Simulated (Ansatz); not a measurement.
Molecule: AuCl (charge +1, doublet). The spin state was set by rule; other spins were not relaxed. 
Coordinates optimised at B3LYP-D3(BJ)/def2-TZVP (Ansatz, a first-principles code):
```xyz
2

Au     0.0000     0.0000    -0.3973
Cl     0.0000     0.0000     1.8465
```
Charge +1, spin multiplicity 2.

Basis-set convergence of Hartree-Fock and CCSD correlation energies (hartree) with Ansatz. Correlated levels leave the core frozen unless marked. Open shells are spin-unrestricted. Spin-orbit coupling is left out. Frozen are the shells of the preceding noble gas and the d and f shells that filled before the atom's block. In def2 rows, elements after Kr have scalar-relativistic effective core potentials.

```csv
basis,functions,E(HF),"E(corr, CCSD)"
def2-SVP,50,-593.82534,-0.35935
def2-TZVPP,98,-593.99272,-0.51237
def2-QZVPP,158,-594.00708,-0.54779
```

Extrapolating the two largest sets (X = 3 and 4) as X^-3: E(corr) = (64·(-0.54779) - 27·(-0.51237))/37 = -0.5736 Eh, an estimate of the basis-set limit. The largest set recovers 95.5 % of it, the smallest 62.6 %.
